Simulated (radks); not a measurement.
Task: These are the eigenvalues of the occupied orbitals of an atom or ion with whole-number occupations (eV). Calculated with a radial shooting solver on a logarithmic mesh with Libxc functionals: scalar-relativistic Kohn-Sham, SCAN, spin-polarised, spherical densities, finite nucleus; meta-GGA in the generalised Kohn-Sham scheme; Fermi nuclear charge, rms radius of each element as measured or else 0.836 A^(1/3) + 0.57 fm.

1s up: -15489.05
1s down: -15488.91
2s up: -2445.681
2s down: -2434.569
2p up: -2213.307
2p down: -2205.039
3s up: -678.1146
3s down: -663.5015
3p up: -601.9198
3p down: -586.9175
3d up: -482.2051

Which element is it, and in what charge state? The configuration may be excited. Open shells, if any, are filled with parallel spins first.

Result: Z = 37, rubidium, charge +14: Rb14+ in [Ar] 3d5. The list shows which subshells hold electrons but not how many an open one holds; the 1s level, -569.21 hartree, gives Z - s = 33.7 by -(Z - s)^2/2, which with screening and relativity narrows Z to a few neighbours, and the depths of the outer levels then fix element, charge and occupations together.
